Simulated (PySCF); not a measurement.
Below is a simulated gas-phase Si 2p photoelectron spectrum of `FC1C[SiH2]C1`.

Every computed line was given a Gaussian of 1.0 eV full width at half maximum and an area set by the number of equivalent atoms (split 2:1 within a doublet); the highest printed point is 100. Theory: delta-SCF UKS SCAN, pcX-2 on the ionised atom, pcseg-1 elsewhere, spin-free X2C in PySCF 2.14.0.

binding energy (eV), intensity and a bar:
```
    105.3          0 
    105.4          0 
    105.5          1 
    105.6          2 
    105.7          3 #
    105.8          5 ##
    105.9          9 ###
    106.0         14 ####
    106.1         22 ######
    106.2         31 #########
    106.3         43 #############
    106.4         56 #################
    106.5         69 #####################
    106.6         81 ########################
    106.7         90 ###########################
    106.8         97 #############################
    106.9        100 ##############################
    107.0         99 ##############################
    107.1         96 #############################
    107.2         89 ###########################
    107.3         81 ########################
    107.4         72 ######################
    107.5         62 ###################
    107.6         52 ################
    107.7         42 #############
    107.8         33 ##########
    107.9         25 #######
    108.0         18 #####
    108.1         12 ####
    108.2          8 ##
    108.3          5 #
    108.4          3 #
    108.5          2 
    108.6          1 
    108.7          0 
    108.8          0 
    108.9          0
```

How many maxima does the curve show, and how many computed lines lie under it?

The curve has 1 maximum (at 106.9 eV). Under it lie 2 lines from 1 inequivalent silicon site, drawn as a 2p3/2, 2p1/2 pair. At this width some lines have no maximum of their own.

Decompose the envelope and assign each component. Numbering: `[F:1][CH:2]1[CH2:3][SiH2:4][CH2:5]1`.

| position (eV) | relative area | line | atoms | environment |
| --- | --- | --- | --- | --- |
| 106.80 | 0.67 | Si 2p3/2 | Si4 | SiH2 silicon |
| 107.42 | 0.33 | Si 2p1/2 | Si4 | SiH2 silicon |

Shake-up satellites, vibrational structure and lifetime widths aren't simulated. The 2p values aren't plain energy differences: one relaxed spin-free 2p hole is combined with a matrix within the shell (ground-state 2p orbital-energy differences and spin–orbit coupling). 2p3/2, the mean of its two sublevels, lies a third of the splitting below the shell's mean and 2p1/2 two thirds above it; the statistical areas are 2:1. 2p1/2 minus 2p3/2 (ligand field included): Si 0.62 eV. The structure is a single PBE0-D3(BJ)/def2-SVP conformer in the gas phase; no vibrational or solvent corrections.
